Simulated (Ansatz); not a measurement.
Worked example: GeH(CH3)2Cl + C2H6Si → GeH(CH3)2(SiH3) + C2H3Cl

Species: GeH(CH3)2Cl, singlet; C2H6Si (vinylsilane) `C=C[SiH3]`, singlet; GeH(CH3)2(SiH3), singlet; C2H3Cl `C=CCl`, singlet. The partners trade Cl for SiH3: Ge–Cl and C–SiH3 bonds give way to Ge–SiH3 and C–Cl.

Shapes, held fixed at every level: PBE0-D4/def2-TZVP. Programs: Ansatz 0.2.0. Electronic energies: no zero-point or thermal term.

At CCSD(T)/def2-TZVPP; 1 Eh = 2625.50 kJ/mol:

| species | energy (Eh) |
| --- | --- |
| GeH(CH3)2Cl | -2615.674524 |
| C2H6Si | -368.694162 |
| GeH(CH3)2(SiH3) | -2446.750458 |
| C2H3Cl | -537.569288 |

Work out ΔE of the reaction at this level.


1. Products less reactants: (-2446.750458) + (-537.569288) − [(-2615.674524) + (-368.694162)] = 0.048940 Eh = +128.5 kJ/mol.

Other levels give +108.5 (PBE-D4/def2-TZVPP) to +155.0 kJ/mol (HF/def2-TZVPP). No measured value is set beside it here. Relativity is left out for Ge unless named. Correlated rows may include outer-core shells of Ge, which these sets cover unevenly.
